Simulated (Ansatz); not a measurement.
Reaction (substitution at a C–O bond): `CC(C)[O][Ge][Cl]` + `[OH][Sn][OH]` → `CC(C)[O][Sn][OH]` + `[OH][Ge][Cl]`

Gas-phase electronic energies from Ansatz, PBE0-D4/def2-TZVP geometries. CCSD(T)/CBS adds triple-zeta CCSD(T) − MP2 to the extrapolated MP2 energy (def2 sets, frozen cores). DFT in def2-TZVPP. B3LYP here is the variant with VWN-RPA as its local correlation; programs differ in this. Elements past krypton have def2 core potentials. For Ge, Sn outer-core shells are correlated without core-valence functions, which leaves a few kJ/mol of doubt a bond. Scalar relativity is left out up to krypton. Each species was taken in one conformer, which may not be the lowest.

```csv
level,ΔE (kJ/mol),difference from CCSD(T)/CBS
PBE-D4,5.2,-1.0
r2SCAN-D4,5.9,-0.3
B3LYP-D4,5.7,-0.5
ωB97X-V,5.1,-1.1
ωB97M-V,4.5,-1.7
B2PLYP,4.9,-1.3
r2SCAN,5.6,-0.6
PBE0,3.6,-2.6
B3LYP,3.4,-2.8
HF/def2-TZVPP,2.5,-3.7
CCSD/def2-TZVPP,5.3,-0.9
HF/def2-QZVPP,2.6,-3.6
MP2/def2-QZVPP,6.8,0.6
SCS-MP2/def2-QZVPP,6.1,-0.1
MP2/CBS(def2),6.9,0.7
CCSD/CBS(def2),5.5,-0.7
CCSD(T)/CBS,6.2,0
```

Largest T1 diagnostic among the species: 0.018.

In def2-TZVPP, CCSD(T) changes the Hartree–Fock value by +3.5 kJ/mol (the triples alone add +0.8 kJ/mol) and MP2 by +4.2 kJ/mol.
